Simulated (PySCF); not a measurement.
Species: C₄H₁₀SSi₂.
Numbering: `[CH3:1][S:2][C:3]([SiH3:4])=[C:5]=[CH:6][SiH3:7]` (hydrogens: H8, H9, H10 on C1; H11, H12, H13 on Si4; H14 on C6; H15, H16, H17 on Si7)

A GFN2-xTB structure was refined with PBE0-D3(BJ)/def2-SVP geometry optimisation, gas phase in PySCF. Its GFN2-xTB values:

```json
{"coordinate": "C1–S2", "GFN2-xTB": "1.815 Å"}
{"coordinate": "C1–H8", "GFN2-xTB": "1.086 Å"}
{"coordinate": "S2–C3", "GFN2-xTB": "1.786 Å"}
{"coordinate": "C3–Si4", "GFN2-xTB": "1.889 Å"}
{"coordinate": "C3=C5", "GFN2-xTB": "1.297 Å"}
{"coordinate": "Si4–H11", "GFN2-xTB": "1.464 Å"}
{"coordinate": "C5=C6", "GFN2-xTB": "1.300 Å"}
{"coordinate": "C6–Si7", "GFN2-xTB": "1.884 Å"}
{"coordinate": "C6–H14", "GFN2-xTB": "1.084 Å"}
{"coordinate": "Si7–H15", "GFN2-xTB": "1.463 Å"}
{"coordinate": "Si7–H16", "GFN2-xTB": "1.465 Å"}
{"coordinate": "C1–S2–C3", "GFN2-xTB": "101.0°"}
{"coordinate": "S2–C3–Si4", "GFN2-xTB": "114.3°"}
{"coordinate": "S2–C3–C5", "GFN2-xTB": "121.5°"}
{"coordinate": "C3–C5–C6", "GFN2-xTB": "175.7°"}
{"coordinate": "Si4–C3–C5", "GFN2-xTB": "124.2°"}
{"coordinate": "C5–C6–Si7", "GFN2-xTB": "123.7°"}
{"coordinate": "C1–S2–C3–Si4", "GFN2-xTB": "-176°"}
```

Q: How do these coordinates change at the PBE0-D3(BJ)/def2-SVP level?

A: 
```csv
coordinate,PBE0-D3(BJ)/def2-SVP (Å or °),change
Si7–H16,1.496,+0.031
Si4–H11,1.494,+0.030
Si7–H15,1.492,+0.029
S2–C3,1.768,-0.018
C3=C5,1.313,+0.016
C6–H14,1.100,+0.016
C1–S2,1.800,-0.015
C1–H8,1.100,+0.014
C5=C6,1.313,+0.013
C6–Si7,1.873,-0.011
C3–Si4,1.883,-0.006
Si4–C3–C5,118.9,-5.3
S2–C3–C5,124.8,+3.3
C5–C6–Si7,121.6,-2.1
S2–C3–Si4,116.3,+2.0
C3–C5–C6,177.4,+1.7
C1–S2–C3,101.8,+0.8
C1–S2–C3–Si4,-178,-2
```

The energy falls by 0.114 eV over 5 energy and gradient evaluations, the largest force component goes from 0.0257 to 2.6e-04 Eh/bohr, and the atoms move by 0.102 Å rms after alignment. Among the bonds, Si4–H11, Si4–H12 and Si7–H16 change most and about equally (+0.030 to +0.031 Å). Bonds longer at the end by more than 0.005 Å: 12 of 16; shorter: 4. Rotational constants go from 1713, 865.8, 617.5 to 1678, 869.7, 615.9 MHz.

The run used 160 basis functions and 38 SCF cycles in all.

No frequency check. The numbers are those of one conformer.

Shape of the structure used: `[CH3:1][S:2][C:3]([SiH3:4])=[C:5]=[CH:6][SiH3:7]`: C1–S2–C3–Si4 -178°.
